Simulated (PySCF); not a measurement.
From one molecule to another.

First species: C7H13NOSi.
Numbering: `[CH3:1][C:2]([CH3:3])([CH3:4])[C@:5]([SiH3:6])([C:7]#[N:8])[CH:9]=[O:10]` (hydrogens: H11, H12, H13 on C1; H14, H15, H16 on C3; H17, H18, H19 on C4; H20, H21, H22 on Si6; H23 on C9)

Second species: C₄H₁₁NO₃Si₂.
Bonds: C1–C2 (double), C2–O3, O3–C4, C4–O5 (double), C4–O6, O6–C7, C2–N8, N8–Si9, N8–Si10. Hydrogens: H11, H12 on C1; H13, H14, H15 on C7; H16, H17, H18 on Si9; H19, H20, H21 on Si10.

Levels: PBE0/pcSseg-1 for dipole moment, HOMO energy, LUMO energy and HOMO–LUMO gap; GFN2-xTB for rotational constant A and rotational constant C. Geometries: GFN2-xTB. Each species is one conformer at its optimised geometry, gas phase, non-relativistic unless stated. Electronic properties by PySCF.

The conformers computed, where there is a choice (atom-mapped SMILES and torsion angles):
- `[CH3:1][C:2]([CH3:3])([CH3:4])[C@:5]([SiH3:6])([C:7]#[N:8])[CH:9]=[O:10]`: C1–C2–C5–Si6 -50°, C2–C5–C9–O10 -31°
- `[CH2:1]=[C:2]([O:3][C:4](=[O:5])[O:6][CH3:7])[N:8]([SiH3:9])[SiH3:10]`: C1–C2–O3–C4 -57°, C2–O3–C4–O5 -1°, O3–C4–O6–C7 179°, C1–C2–N8–Si9 -1°

**Question.** Which has the higher HOMO energy?

**Answer.** The second: -6.39 eV against -7.85 eV, a difference of 1.46 eV.

**Question.** Which of the two has the higher dipole moment, and by how much?

**Answer.** The first: 2.77 D against 1.06 D, a difference of 1.71 D.

**Question.** Which of the two has the higher rotational constant A, and by how much?

**Answer.** The second: 1.987 GHz against 1.202 GHz, a difference of 0.785 GHz.

**Question.** Which has the higher rotational constant C?

**Answer.** The first: 0.986 GHz against 0.468 GHz, a difference of 0.518 GHz.

**Question.** Which has the higher HOMO–LUMO gap?

**Answer.** The second: 6.57 eV against 6.34 eV, a difference of 0.23 eV.

**Question.** Which has the higher LUMO energy?

**Answer.** The second: 0.18 eV against -1.51 eV, a difference of 1.69 eV.

On the first: The dipole equals about 9.2 × 10⁻³⁰ C·m (1 D = 3.33564 × 10⁻³⁰ C·m). A dipole of 2.77 D is allowed in C1, and pure rotational transitions are dipole-allowed.

On the second: In atomic units the dipole is 0.42 e·bohr (1 au = 2.5417 D).
